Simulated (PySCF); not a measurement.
# Computed properties of 1-fluorobuta-1,2-diene (C4H5F), SMILES C(=C=CC)F

1-fluorobuta-1,2-diene (C₄H₅F), SMILES C(C)=C=CF. Geometry optimised at PBE0-D3(BJ)/def2-SVP. Other conformers were not sampled. All values are computed for the isolated molecule unless a solvent is named; none is compared with measurement here.

**Structure.** All 24 harmonic modes at PBE0-D3(BJ)/def2-SVP (PySCF) are real, so it is a minimum. With heavy atoms numbered as in [CH3:1][CH:2]=[C:3]=[CH:4][F:5], the shortest bond between them is C3–C4 at 1.308 Å and the longest C1–C2 at 1.497 Å.

**Vibrations.** The strongest infrared lines (harmonic, unscaled, degenerate partners summed) lie at 1212 cm⁻¹ (104 km/mol, H 58 %, C 25 %, F 18 %), 1509 cm⁻¹ (62 km/mol, C 64 %, H 34 %), 1068 cm⁻¹ (57 km/mol, C 48 %, H 43 %, F 10 %). The softest mode is at 139 cm⁻¹ and the zero-point energy is 48.5 kcal/mol.

**Electronic structure.** PBE0/def2-TZVP (PySCF) places the frontier levels at -7.28 and -0.33 eV, a gap of 6.95 eV, and gives a dipole moment of 2.07 D and a mean polarisability of 51.9 bohr³. PBE/def2-TZVP (PySCF) at the same geometry gives -6.02 and -1.35 eV, so its gap is 2.28 eV narrower. An orbital gap is neither the optical nor the fundamental gap.

**Excitations.** TDA-ωB97X/def2-SVPD (PySCF) has S1 at 5.30 eV (234 nm, f = 0.001, dark); the most intense of the 10 singlets computed lies at 8.35 eV (f = 1.29). T1 (TDA) is at 4.38 eV, 0.92 eV under S1. TDA-PBE/def2-SVPD (PySCF) puts S1 at 4.82 eV. No vertical singlet excitation falls in the visible range (under 3.1 eV).

**NMR.** GIAO shifts at B3LYP/pcSseg-1 (PySCF) (non-relativistic, atoms alike by connectivity averaged): ¹³C from 22.8 to 212.9 ppm against TMS; ¹H from 2.2 to 7.5 ppm against TMS; ¹⁹F at -179.4 ppm against CFCl3.

**Solvation.** SMD-PBE0/6-31G* (PySCF) gives 0.6 kcal/mol in water, -3.5 kcal/mol in chloroform, -1.8 kcal/mol in dimethylsulfoxide (1 M in both phases, gas-phase geometry); of these solvents chloroform holds the molecule best.
